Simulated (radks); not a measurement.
Task: Species: the caesium ion Cs17+. Configuration: [Kr] 4d2. Calculated with a radial shooting solver on a logarithmic mesh with Libxc functionals: Dirac Kohn-Sham, BLYP, spin-unpolarised, spherical densities, finite nucleus; open shells fill j = l - 1/2 first; Fermi nuclear charge, rms radius 4.8041 fm. Some entries of the table are withheld. Estimate them.

orbital,occ.,eigenvalue (Ry),<1/r> (bohr^-1),<r^2> (bohr^2)
1s1/2,2,-2660.338,59.40,0.0009251
2s1/2,2,-443.2868,13.93,0.01475
2p1/2,2,-418.9756,13.91,0.01087
2p3/2,4,-393.0547,12.74,0.01214
3s1/2,2,-115.4369,(1),(2)
3p1/2,2,-105.3110,(3),0.09558
3p3/2,4,-100.2756,(4),0.1032
3d3/2,4,-82.58026,4.508,0.08509
3d5/2,6,-81.50192,4.434,0.08725
4s1/2,2,-43.01956,2.189,(5)
4p1/2,2,(6),2.109,0.4992
4p3/2,4,(7),2.021,0.5293
4d3/2,2,-31.55122,1.872,0.5722
4d5/2,0,-31.30909,1.851,0.5816

Result: 
(1) 3s1/2 <1/r> (bohr^-1): 5.018
(2) 3s1/2 <r^2> (bohr^2): 0.1010
(3) 3p1/2 <1/r> (bohr^-1): 4.933
(4) 3p3/2 <1/r> (bohr^-1): 4.643
(5) 4s1/2 <r^2> (bohr^2): 0.4782
(6) 4p1/2 eigenvalue (Ry): -39.18147
(7) 4p3/2 eigenvalue (Ry): -37.93981
